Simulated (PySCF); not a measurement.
Compound: C3H6N2OS2Si.
Atom-mapped SMILES: `[SiH3:1][S:2][CH2:3][O:4][c:5]1[n:6][cH:7][s:8][n:9]1` (hydrogens: H10, H11, H12 on Si1; H13, H14 on C3; H15 on C7)

A GFN2-xTB structure was refined with PBE0-D3(BJ)/def2-SVP geometry optimisation, gas phase (PySCF 2.14.0). Its GFN2-xTB values:

```tsv
coordinate	GFN2-xTB
Si1–S2	2.162 Å
Si1–H10	1.457 Å
S2–C3	1.804 Å
C3–O4	1.411 Å
C3–H13	1.094 Å
O4–C5	1.324 Å
C5–N6	1.354 Å
C5–N9	1.309 Å
N6–C7	1.290 Å
C7–S8	1.724 Å
C7–H15	1.070 Å
S8–N9	1.632 Å
Si1–S2–C3	96.7°
S2–C3–O4	107.3°
O4–C5–N6	118.4°
O4–C5–N9	122.9°
C5–N6–C7	108.7°
C5–N9–S8	109.2°
N6–C5–N9	118.6°
C7–S8–N9	91.0°
Si1–S2–C3–O4	-28°
C3–O4–C5–N6	-178°
```

Q: How do these coordinates change at the PBE0-D3(BJ)/def2-SVP level?

A: 
| coordinate | PBE0-D3(BJ)/def2-SVP (Å or °) | change |
| --- | --- | --- |
| Si1–H10 | 1.494 | +0.037 |
| S8–N9 | 1.659 | +0.027 |
| C7–H15 | 1.093 | +0.023 |
| C5–N6 | 1.363 | +0.009 |
| Si1–S2 | 2.155 | -0.007 |
| N6–C7 | 1.297 | +0.007 |
| C3–H13 | 1.101 | +0.007 |
| O4–C5 | 1.328 | +0.004 |
| C3–O4 | 1.414 | +0.003 |
| S2–C3 | 1.807 | +0.003 |
| C7–S8 | 1.722 | -0.002 |
| C5–N9 | 1.310 | +0.001 |
| S2–C3–O4 | 109.6 | +2.3 |
| Si1–S2–C3 | 98.7 | +2.0 |
| C5–N9–S8 | 107.4 | -1.8 |
| N6–C5–N9 | 120.3 | +1.7 |
| O4–C5–N6 | 117.2 | -1.2 |
| C5–N6–C7 | 107.8 | -0.9 |
| C7–S8–N9 | 91.6 | +0.6 |
| O4–C5–N9 | 122.5 | -0.4 |
| Si1–S2–C3–O4 | -55 | -27 |
| C3–O4–C5–N6 | -177 | +1 |

The energy falls by 0.158 eV over 8 energy and gradient evaluations, the largest force component goes from 0.0190 to 4.2e-04 Eh/bohr, and the atoms move by 0.319 Å rms after alignment. Among the bonds, Si1–H10, Si1–H11 and Si1–H12 change most and about equally (+0.036 to +0.037 Å). Bonds longer at the end by more than 0.005 Å: 9 of 15; shorter: 1. Among the dihedrals that turn most is Si1–S2–C3–O4, from -28° to -55°. Rotational constants go from 2926, 480.1, 422.4 to 2928, 441.5, 406.7 MHz.

The run used 168 basis functions and 65 SCF cycles in all. On x86-64 server, one thread, on a shared host, this took 2.8 min of wall time.

No PBE0-D3(BJ)/def2-SVP frequencies stand behind this structure, so it isn't proved a minimum. One conformer, not necessarily the lowest.
